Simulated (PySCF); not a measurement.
Dipole response of Ru³⁺ (ruthenium, charge +3)

[Kr] 4d5, high-spin 6S determinant. All numbers are calculated (PySCF 2.14, scalar relativity through the core potential, in aug-cc-pwCVDZ-PP with ECP28MDF (6s6p5d3f, 70 functions)). Coupled (time-dependent) response in atomic units; α is the mean over directions. A double-zeta set is small for polarisabilities.

```csv
method,mean α (bohr³),C₆ (like pair),S(−4)
wB97M-V,5.028,22.82,5.655
```

S(−4) is the Cauchy moment in α(ω) = α(0) + S(−4) ω² + …

α(iu) at wB97M-V:

```json
{"u (hartree)": "0", "α(iu) (bohr³)": "5.028"}
{"u (hartree)": "0.0500", "α(iu) (bohr³)": "5.014"}
{"u (hartree)": "0.100", "α(iu) (bohr³)": "4.973"}
{"u (hartree)": "0.200", "α(iu) (bohr³)": "4.819"}
{"u (hartree)": "0.300", "α(iu) (bohr³)": "4.597"}
{"u (hartree)": "0.500", "α(iu) (bohr³)": "4.068"}
{"u (hartree)": "0.750", "α(iu) (bohr³)": "3.425"}
{"u (hartree)": "1.00", "α(iu) (bohr³)": "2.877"}
{"u (hartree)": "1.50", "α(iu) (bohr³)": "2.059"}
{"u (hartree)": "2.00", "α(iu) (bohr³)": "1.515"}
{"u (hartree)": "3.00", "α(iu) (bohr³)": "0.8902"}
{"u (hartree)": "5.00", "α(iu) (bohr³)": "0.3952"}
```

A single London oscillator, α(iu) = α/(1 + u²/ω²), gives C₆ = (3/4) ω α². Matching the computed C₆ needs ω = 4 × 22.82 / (3 × 5.028²) = 1.20 hartree.

For an ion, C₆ is the dispersion term alone; charge-induced terms of lower order in 1/R come first.

Energies and moments cover only the electrons outside the core potential.
